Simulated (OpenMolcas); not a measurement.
N: input and output

Input:

```
&GATEWAY
Coord
1

N 0.0 0.0 0.0
Basis=ANO-RCC-VQZP
Group=XYZ
NoMove
AngMom=0.0 0.0 0.0
AMFI
&SEWARD
&RASSCF
FileOrb=start.orb
Symmetry=2
Spin=4
nActEl=5 0 0
Inactive=1 0
Ras2=1 3
CIRoot=1 1 1
SDav=1
CIMx=300
Iter=120 100
PrWF=0.3
OrbListing=Nothing
MaxOrb=0
Atom
>>> COPY $Project.JobIph JOBPRE
&RASSCF
FileOrb=start.orb
Symmetry=2
Spin=4
nActEl=5 0 2
Inactive=1 0
Ras2=1 3
Ras3=5 0
CIRoot=1 1 1
SDav=186
CIMx=300
Iter=120 100
PrWF=0.3
OrbListing=Nothing
MaxOrb=0
Thrs=2.0e-7 1.0e-1 5.0e-4
Atom
>>> COPY $Project.JobIph JOB001
&RASSCF
FileOrb=start.orb
Symmetry=2
Spin=2
nActEl=5 0 2
Inactive=1 0
Ras2=1 3
Ras3=5 0
CIRoot=8 8 1
SDav=381
CIMx=300
Iter=120 100
PrWF=0.3
OrbListing=Nothing
MaxOrb=0
Thrs=2.0e-7 1.0e-1 5.0e-4
Atom
>>> COPY $Project.JobIph JOB002
&RASSCF
FileOrb=start.orb
Symmetry=1
Spin=4
nActEl=5 0 2
Inactive=1 0
Ras2=1 3
Ras3=5 0
CIRoot=3 3 1
SDav=198
CIMx=300
Iter=120 100
PrWF=0.3
OrbListing=Nothing
MaxOrb=0
Thrs=2.0e-7 1.0e-1 5.0e-4
Atom
>>> COPY $Project.JobIph JOB003
&RASSCF
FileOrb=start.orb
Symmetry=1
Spin=2
nActEl=5 0 2
Inactive=1 0
Ras2=1 3
Ras3=5 0
CIRoot=5 5 1
SDav=354
CIMx=300
Iter=120 100
PrWF=0.3
OrbListing=Nothing
MaxOrb=0
Thrs=2.0e-7 1.0e-1 5.0e-4
Atom
>>> COPY $Project.JobIph JOB004
&RASSI
NrOfJobIphs=3 1 8 3
1
1 2 3 4 5 6 7 8
1 2 3
IphNames
JOB001
JOB002
JOB003
EJob
SpinOrbit
DIPRint=1.0
SOCoupling=1000.0
Subsets=2
MEES
Property=10
'ANGMOM' 1 'ANGMOM' 2 'ANGMOM' 3 'MLTPL  1' 1 'MLTPL  1' 2 'MLTPL  1' 3
'AMFI' 1 'AMFI' 2 'AMFI' 3 'MLTPL  2' 6
SOProperty=3
'ANGMOM' 1 'ANGMOM' 2 'ANGMOM' 3
```

A driver script runs the steps one by one and writes start.orb anew before each from the orbitals found so far.

Output, cut to the results:

```
--- SEWARD ---
Basis set label: N.ANO-RCC...5S4P3D2F1G.

      Electronic valence basis set:
      ------------------
      Associated Effective Charge   7.000000 au
      Associated Actual Charge      7.000000 au
      Nuclear Model: Point charge

      Shell  nPrim  nBasis  Cartesian Spherical Contaminant
         s      14       5        X
         p       9       4        X
         d       4       3                 X
         f       3       2                 X
         g       2       1                 X
                  Relativistic Douglas-Kroll-Hess integrals:
                    - DKH order of Hamiltonian: 2
                    - DKH order of Properties : 0
                  Atomic mean-field integrals
--- RASSCF ---
Wave function specifications:
      -----------------------------

      Number of closed shell electrons           2
      Number of electrons in active shells       5
      Max number of holes in RAS1 space          0
      Max nr of electrons in RAS3 space          2
      Number of inactive orbitals                1
      Number of active orbitals                  9
      Number of secondary orbitals              45
      Spin quantum number                      1.5
      State symmetry                             2
Orbital specifications:
      -----------------------

      Symmetry species                           1   2
                                                ag  au
      Frozen orbitals                            0   0
      Inactive orbitals                          1   0
      Active orbitals                            6   3
      RAS1 orbitals                              0   0
      RAS2 orbitals                              1   3
      RAS3 orbitals                              5   0
      Secondary orbitals                        22  23
      Deleted orbitals                           0   0
      Number of basis functions                 29  26
      Number of CSFs                           186
      Number of root(s) required                 1
      Iter CI   SX   CI       RASSCF       Energy    max ROT     max BLB   max BLB  Level Ln srch  Step   QN
          iter iter root      energy       change     param      element    value   shift minimum  type update
 Nr of preliminary CI iterations:   1
        1   1    2    1   -54.49183208    0.00E+00   5.35E-08    1   8 1  1.51E-07   0.00   0.00    SX    NO
        2   1    1    1   -54.49183208   -1.42E-14   0.00E+00    2   9 1 -4.71E-08   0.00   0.00    SX    NO
        3   1    1    1   -54.49183208    1.42E-14   0.00E+00    2   9 1 -4.71E-08   0.00   0.00    SX    NO
        4   1    1    1   -54.49183208   -4.26E-14   0.00E+00    2   9 1 -4.71E-08   0.00   0.00    SX    NO
      Convergence after  4 iterations
        5   1    1    1   -54.49183208    2.13E-14   0.00E+00    2   9 1 -4.71E-08   0.00   0.00    SX    NO
      Natural orbitals and occupation numbers for root  1
      sym 1:   1.978804   0.005349   0.005349   0.005349   0.005349   0.005349
      sym 2:   0.998150   0.998150   0.998150
::    RASSCF root number  1 Total energy:    -54.49183208
--- RASSCF ---
Wave function specifications:
      -----------------------------

      Number of closed shell electrons           2
      Number of electrons in active shells       5
      Max number of holes in RAS1 space          0
      Max nr of electrons in RAS3 space          2
      Number of inactive orbitals                1
      Number of active orbitals                  9
      Number of secondary orbitals              45
      Spin quantum number                      0.5
      State symmetry                             2
Orbital specifications:
      -----------------------

      Symmetry species                           1   2
                                                ag  au
      Frozen orbitals                            0   0
      Inactive orbitals                          1   0
      Active orbitals                            6   3
      RAS1 orbitals                              0   0
      RAS2 orbitals                              1   3
      RAS3 orbitals                              5   0
      Secondary orbitals                        22  23
      Deleted orbitals                           0   0
      Number of basis functions                 29  26
      Number of CSFs                           381
      Number of root(s) required                 8
...
--- RASSI ---
SPIN-FREE ENERGIES:
  (Shifted by EMIN (a.u.) =        -54.4918320834)

 SF State       Relative EMIN(au)   Rel lowest level(eV)    D:o, cm**(-1)      L_eff

     1             0.0000000000        0.0000000000              0.0000         0.0
     2             0.1027186145        2.7951158945          22544.1301         2.0
     3             0.1027186145        2.7951158945          22544.1301         2.0
     4             0.1027186145        2.7951158945          22544.1301         2.0
     5             0.1027186145        2.7951158945          22544.1301         2.0
     6             0.1027186145        2.7951158945          22544.1301         2.0
     7             0.1524410588        4.1481325296          33456.9452         1.0
     8             0.1524410588        4.1481325296          33456.9452         1.0
     9             0.1524410588        4.1481325296          33456.9452         1.0
    10             0.4149785957       11.2921428511          91077.2743         1.0
    11             0.4149785957       11.2921428511          91077.2743         1.0
    12             0.4149785957       11.2921428511          91077.2743         1.0
     Dipole printing threshold changed to   1.00000000E+00

++ Dipole transition strengths (spin-free states):
   -----------------------------------------------
     for osc. strength at least  1.00000000E+00

  ( Max oscillator strength is only    7.1066089874729191E-002 )
--
Eigenvalues of complex Hamiltonian:
   -----------------------------------
  (Shifted by EMIN (a.u.) =        -54.4918320834)

 SO State       Relative EMIN(au)   Rel lowest level(eV)    D:o, cm**(-1)     J-value

     1            -0.0000007068        0.0000000000              0.0000         0.8
     2            -0.0000007068        0.0000000000              0.0000         1.4
     3            -0.0000007068        0.0000000000              0.0000         1.4
...
```

The J values that RASSI prints are effective ones from its own formula and need not be integers or half-integers; the table below assigns J from the states.

Levels above the lowest, from the spin-orbit matrix, grouped by J:

```csv
Configuration,Term,J,E (cm⁻¹),Measured (cm⁻¹),Term weight %
2s² 2p³,⁴S°,3/2,0.0,0.0,100
2s² 2p³,²D°,3/2,22544,19233,100
2s² 2p³,²D°,5/2,22544,19224,100
2s² 2p³,²P°,3/2,33457,28839,100
2s² 2p³,²P°,1/2,33459,28839,100
2s 2p⁴,⁴P,5/2,91042,88107,100
2s 2p⁴,⁴P,3/2,91101,88151,100
2s 2p⁴,⁴P,1/2,91137,88171,100
```

Against the 7 measured excited levels shown (NIST Handbook of Basic Atomic Spectroscopic Data) the mean absolute deviation is 3500 cm-1; the largest miss in energy is 2s² 2p³ ²P°_1/2: computed 33459, measured 28839 cm⁻¹ (+16.0 %).

Without dynamic correlation excited terms often stand tens of per cent too high (terms of higher spin than the ground term too low), and those without a measured partner can miss by more than the paired ones. Active for correlation alone: 3d; no level in the range computed is led by a configuration that fills it, so any true level of that kind is missing. Measured partners are found by configuration, term and J. A level has none where our copy of the source lacks it or the pairing is in doubt (some pairs that miss far off the trend of their configuration count as doubtful), and it then counts in no deviation. Only configurations of the active space appear. The first state left out of the spin-orbit step lies near 130000 cm-1 above the lowest spin-free state of the reference (among the parities and spins computed), and the list stops at four fifths of that energy or lower.

The term weight is that of the spin-free term in the level, not the purity of its configuration. ° marks odd parity.
